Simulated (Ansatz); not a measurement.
Species: SnF, net charge 0, doublet state. SMILES: [F][Sn]

Atoms: Sn1, F2. Bonds: Sn1-F2.

Bond lengths (Å) and angles (degrees) optimised at HF/STO-3G with Ansatz (a quantum-chemistry and plane-wave program); HF/3-21G with Ansatz; PBE/6-31G* with LANL2DZ past Ar with Ansatz; B3LYP/LANL2DZ with Ansatz, each started from the B3LYP-D3(BJ)/def2-TZVP structure (Ansatz) of the last column. A row stands for all coordinates that are equal there. 6-31G* holds six Cartesian d functions.

```json
[
 {"coordinate": "Sn1-F2", "HF/STO-3G": "1.866", "HF/3-21G": "1.911", "PBE/6-31G* with LANL2DZ past Ar": "1.896", "B3LYP/LANL2DZ": "1.939", "B3LYP-D3(BJ)/def2-TZVP": "1.964"}
]
```

Mean signed difference of all 1 bond lengths from B3LYP-D3(BJ)/def2-TZVP: HF/STO-3G -0.098 Å, HF/3-21G -0.053 Å, PBE/6-31G* with LANL2DZ past Ar -0.067 Å, B3LYP/LANL2DZ -0.025 Å.
